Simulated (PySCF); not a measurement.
## PBE beside CCSD(T) along the alkali metals: bonds to Rb

PBE and CCSD(T) in PySCF with def2-SVPD on every atom (core potentials on Rb, Cs), for the lowest determinant that a PBE0 search found; no spin–orbit coupling.

| molecule | state (unpaired electrons) | PBE Re (Å) | PBE ωe (cm⁻¹) | PBE De (eV) | CCSD(T) Re (Å) | CCSD(T) ωe (cm⁻¹) | CCSD(T) De (eV) |
| --- | --- | --- | --- | --- | --- | --- | --- |
| RbLi | singlet (closed shell) | 3.560 | 181 | 0.67 | 3.572 | 178 | 0.60 |
| RbNa | singlet (closed shell) | 3.703 | 102 | 0.67 | 3.734 | 100 | 0.55 |
| KRb | singlet (closed shell) | 4.139 | 72.2 | 0.56 | ? | ? | ? |
| Rb2 | singlet (closed shell) | 4.289 | 54.4 | 0.53 | 4.366 | 48.8 | 0.36 |
| CsRb | singlet (closed shell) | 4.515 | 47.0 | 0.51 | 4.571 | 42.9 | 0.36 |

Q: Estimate the CCSD(T) values of KRb by adding the mean shift from PBE to CCSD(T) of the other rows, and compare with the calculation.

A: The mean shifts are +4.4 pm, -4 cm⁻¹ and -0.13 eV, which give 4.183 Å, 68.5 cm⁻¹ and 0.43 eV. CCSD(T)/def2-SVPD gives Re = 4.165 Å, ωe = 70.4 cm⁻¹, De = 0.46 eV.

Q: What are the mean differences of PBE from CCSD(T) over the whole series?

A: Re -4.0 pm, ωe +3 cm⁻¹, De +0.12 eV.

In a basis of this size CCSD(T) is itself not converged; it tends to give bonds that are too long and too weak.

Correlated steps freeze the inner cores (0 to 5 orbitals); shallow outer-core shells are correlated. Closed-shell solutions of metal pairs were not tested for spin polarisation, which can lower them a little. Weak bonds: CsRb, KRb, Rb2. Basis-set superposition, not corrected here, can be much of De in a small basis, most of all at correlated wavefunction levels. Functionals without a dispersion term scatter widely for such bonds, and LDA overbinds them. Spin–orbit coupling is left out. Where the molecule has an RHF reference, its open-shell atoms are computed with UHF.
